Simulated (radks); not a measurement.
The numbers below are computed, except where a source is named.
Effect of the nuclear size on the barium ion Ba+, [Xe] 6s1. Code: a radial shooting solver on a logarithmic mesh with Libxc functionals. Model: Dirac Kohn-Sham, BLYP, spin-unpolarised, spherical densities, finite nucleus; Fermi nuclear charge, rms radius 4.8378 fm. The rms radius is varied about that value; shifts are against it.

rms radius (fm)	total energy shift (eV)	density at nucleus (e/bohr^3)	1s1/2 shift (meV)	2s1/2 shift (meV)	4p1/2 shift (meV)	5s1/2 shift (meV)	5p1/2 shift (meV)	6s1/2 shift (meV)
4.2282	-1.98	3.314e+05	-826	-99.3	0.345	-0.657	0.110	-0.070
4.5766	-0.876	3.264e+05	-365	-43.8	0.152	-0.290	0.049	-0.031
4.8378	0	3.229e+05	0.000	0.000	0.000	0.000	0.000	0.000
5.0652	0.795	3.2e+05	331	39.8	-0.138	0.263	-0.044	0.028
5.7957	3.55	3.118e+05	1480	177	-0.616	1.17	-0.197	0.124

Slopes of the eigenvalues against <r^2> in GHz/fm^2, as finite differences over the two radii next to the reference (eigenvalue slopes, not the field-shift constants of lines): 1s1/2 35700, 2s1/2 4290, 4p1/2 -14.9, 5s1/2 28.4, 5p1/2 -4.76, 6s1/2 3.01.
